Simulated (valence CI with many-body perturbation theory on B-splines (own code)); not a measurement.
## Gd57+: E2, E3, M2 decay

Calculated by relativistic CI+MBPT: five valence electrons over a frozen Dirac-Fock core [He], radial functions for each j: 11 s, 11 p, 10 d, 8 f, 5 g, 2 h, with the one-electron correlation potential Σ1 (screened to all orders), the two-electron term Σ2, the three-electron term Σ3, Breit, model QED; selected single and double excitations, second order for the rest, scaled by the run's own slope (own B-spline code, finite nucleus).

The last digits are not significant, and no measured levels were compared; by estimate large intervals hold to a few tenths of a per cent, small ones and those within an open d or f shell to about a per cent. Among the levels kept, up to 7300 cm⁻¹ of a level comes from second order outside the variational space, and about a tenth of that is noise between levels of different J, which matters for small intervals.

Lines 51 to 95 of 95 in falling wavelength, among levels below 72466 × 10³ cm⁻¹, chosen from the decays that carry over 1 % of a level's rate. Wavelengths and rates use the calculated energies. Electric multipoles are in the length gauge, E1 and E2 with the static RPA response of the core. S is in atomic units (e²a₀⁴ for E2 and M2, e²a₀⁶ for E3), for M1 in squared Bohr magnetons. Weak lines are less certain than strong ones. Lines between different terms over intervals too small for the method are left out, as are lines whose strength nearly cancels. The highest levels of a list are the least certain.

Levels are named by their leading jj configuration (3d3/2^4 stands for four electrons in 3d with j = 3/2), which in mixed levels can hold well under half, so a name can repeat and another be missing. Letters in brackets count levels of one name in rising energy.

```
λ vac (nm)                               Upper                       Lower  Type   A (s⁻¹)  S (a.u.)
    0.1778          (2s^2 2p3/2^2 3d5/2) J=9/2        (2s^2 2p3/2^3) J=3/2    E3  8.93e+08  1.60e-06
    0.1775      (2s^2 2p1/2 2p3/2 3d5/2) J=9/2  (2s^2 2p1/2 2p3/2^2) J=5/2    M2  2.18e+10  3.42e-06
    0.1775      (2s^2 2p1/2 2p3/2 3d5/2) J=9/2  (2s^2 2p1/2 2p3/2^2) J=5/2    E3  1.36e+09  2.40e-06
    0.1720      (2s 2p1/2^2 2p3/2 3d5/2) J=9/2  (2s^2 2p1/2 2p3/2^2) J=5/2    E2  1.70e+09  2.28e-07
    0.1661          (2s^2 2p3/2^2 3d5/2) J=9/2  (2s 2p1/2^2 2p3/2^2) J=5/2    E2  5.54e+09  6.25e-07
    0.1650  (2s 2p1/2 2p3/2^2 3p3/2) J=7/2 [a]  (2s 2p1/2^2 2p3/2^2) J=5/2    E2  2.07e+11  1.81e-05
    0.1641      (2s 2p1/2 2p3/2^2 3p3/2) J=9/2  (2s 2p1/2^2 2p3/2^2) J=5/2    E2  5.86e+11  6.24e-05
    0.1640  (2s^2 2p1/2 2p3/2 3p3/2) J=5/2 [a]  (2s^2 2p1/2^2 2p3/2) J=3/2    E2  1.49e+11  9.49e-06
    0.1639  (2s^2 2p1/2 2p3/2 3p3/2) J=3/2 [a]  (2s^2 2p1/2^2 2p3/2) J=3/2    E2  4.85e+11  2.05e-05
    0.1637      (2s^2 2p1/2 2p3/2 3p3/2) J=7/2  (2s^2 2p1/2^2 2p3/2) J=3/2    E2  5.34e+11  4.49e-05
    0.1636          (2s^2 2p3/2^2 3p3/2) J=5/2  (2s^2 2p1/2 2p3/2^2) J=5/2    E2  3.41e+11  2.14e-05
    0.1635          (2s^2 2p3/2^2 3p3/2) J=7/2  (2s^2 2p1/2 2p3/2^2) J=5/2    E2  2.41e+11  2.01e-05
    0.1632  (2s^2 2p1/2 2p3/2 3p3/2) J=5/2 [b]  (2s^2 2p1/2^2 2p3/2) J=3/2    E2  3.83e+11  2.38e-05
    0.1631          (2s^2 2p3/2^2 3p3/2) J=5/2  (2s^2 2p1/2 2p3/2^2) J=3/2    E2  1.91e+11  1.18e-05
    0.1630          (2s^2 2p3/2^2 3p3/2) J=7/2  (2s^2 2p1/2 2p3/2^2) J=3/2    E2  4.15e+11  3.41e-05
    0.1630      (2s^2 2p3/2^2 3p3/2) J=3/2 [b]  (2s^2 2p1/2 2p3/2^2) J=1/2    E2  5.21e+11  2.14e-05
    0.1627  (2s^2 2p1/2 2p3/2 3p3/2) J=1/2 [b]  (2s^2 2p1/2^2 2p3/2) J=3/2    E2  1.73e+11  3.52e-06
    0.1625      (2s^2 2p3/2^2 3p3/2) J=3/2 [a]  (2s^2 2p1/2 2p3/2^2) J=5/2    E2  3.87e+11  1.57e-05
    0.1607      (2s^2 2p1/2 2p3/2 3d5/2) J=9/2  (2s^2 2p1/2^2 2p3/2) J=3/2    E3  2.81e+09  2.47e-06
    0.1606          (2s^2 2p3/2^2 3d5/2) J=9/2  (2s^2 2p1/2 2p3/2^2) J=5/2    M2  9.57e+09  9.12e-07
    0.1606          (2s^2 2p3/2^2 3d5/2) J=9/2  (2s^2 2p1/2 2p3/2^2) J=5/2    E3  1.09e+09  9.52e-07
    0.1601          (2s^2 2p3/2^2 3d5/2) J=9/2  (2s^2 2p1/2 2p3/2^2) J=3/2    E3  2.23e+09  1.91e-06
    0.1572  (2s 2p1/2^2 2p3/2 3d3/2) J=5/2 [a]  (2s^2 2p1/2^2 2p3/2) J=3/2    E2  1.12e+12  5.77e-05
    0.1571      (2s 2p1/2^2 2p3/2 3d3/2) J=7/2  (2s^2 2p1/2^2 2p3/2) J=3/2    E2  1.57e+12  1.07e-04
    0.1571       (2p1/2^2 2p3/2^2 3d3/2) J=3/2  (2s 2p1/2^2 2p3/2^2) J=3/2    E2  6.12e+11  2.09e-05
    0.1570       (2p1/2^2 2p3/2^2 3d3/2) J=5/2  (2s 2p1/2^2 2p3/2^2) J=3/2    E2  7.26e+11  3.72e-05
    0.1570       (2p1/2^2 2p3/2^2 3d3/2) J=7/2  (2s 2p1/2^2 2p3/2^2) J=3/2    E2  1.96e+12  1.33e-04
    0.1570      (2s 2p1/2 2p3/2^2 3d3/2) J=9/2  (2s^2 2p1/2 2p3/2^2) J=5/2    E2  1.24e+12  1.06e-04
    0.1568  (2s 2p1/2 2p3/2^2 3d5/2) J=9/2 [a]  (2s^2 2p1/2 2p3/2^2) J=5/2    E2  8.31e+11  7.03e-05
    0.1564  (2s 2p1/2 2p3/2^2 3d3/2) J=5/2 [c]  (2s^2 2p1/2 2p3/2^2) J=1/2    E2  7.37e+11  3.69e-05
    0.1563  (2s 2p1/2 2p3/2^2 3d5/2) J=7/2 [a]  (2s^2 2p1/2 2p3/2^2) J=3/2    E2  1.76e+12  1.17e-04
    0.1559  (2s 2p1/2 2p3/2^2 3d5/2) J=9/2 [b]  (2s^2 2p1/2 2p3/2^2) J=5/2    E2  1.48e+12  1.22e-04
    0.1556  (2s 2p1/2 2p3/2^2 3d3/2) J=5/2 [c]  (2s^2 2p1/2 2p3/2^2) J=5/2    E2  1.29e+12  6.29e-05
    0.1553       (2p1/2^2 2p3/2^2 3d3/2) J=3/2  (2s 2p1/2^2 2p3/2^2) J=5/2    E2  2.75e+12  8.87e-05
    0.1553       (2p1/2^2 2p3/2^2 3d3/2) J=5/2  (2s 2p1/2^2 2p3/2^2) J=5/2    E2  2.69e+12  1.30e-04
    0.1553  (2s 2p1/2 2p3/2^2 3d5/2) J=7/2 [b]  (2s^2 2p1/2 2p3/2^2) J=5/2    E2  4.51e+12  2.91e-04
    0.1553       (2p1/2^2 2p3/2^2 3d3/2) J=7/2  (2s 2p1/2^2 2p3/2^2) J=5/2    E2  1.42e+12  9.17e-05
    0.1552       (2p1/2^2 2p3/2^2 3d3/2) J=1/2  (2s 2p1/2^2 2p3/2^2) J=5/2    E2  3.04e+12  4.90e-05
    0.1552  (2s 2p1/2 2p3/2^2 3d3/2) J=5/2 [c]  (2s^2 2p1/2 2p3/2^2) J=3/2    E2  1.03e+12  4.94e-05
    0.1552  (2s 2p1/2 2p3/2^2 3d3/2) J=3/2 [d]  (2s^2 2p1/2 2p3/2^2) J=3/2    E2  2.29e+12  7.35e-05
    0.1548  (2s 2p1/2 2p3/2^2 3d5/2) J=3/2 [d]  (2s^2 2p1/2 2p3/2^2) J=1/2    E2  3.74e+12  1.19e-04
    0.1545  (2s 2p1/2^2 2p3/2 3d5/2) J=7/2 [b]  (2s^2 2p1/2^2 2p3/2) J=3/2    E2  2.66e+12  1.67e-04
    0.1543  (2s 2p1/2 2p3/2^2 3d5/2) J=9/2 [c]  (2s^2 2p1/2 2p3/2^2) J=5/2    E2  3.39e+12  2.65e-04
    0.1543  (2s 2p1/2 2p3/2^2 3d5/2) J=7/2 [d]  (2s^2 2p1/2 2p3/2^2) J=5/2    E2  9.30e+11  5.81e-05
    0.1541  (2s 2p1/2 2p3/2^2 3d5/2) J=7/2 [c]  (2s^2 2p1/2 2p3/2^2) J=3/2    E2  3.10e+12  1.93e-04
```
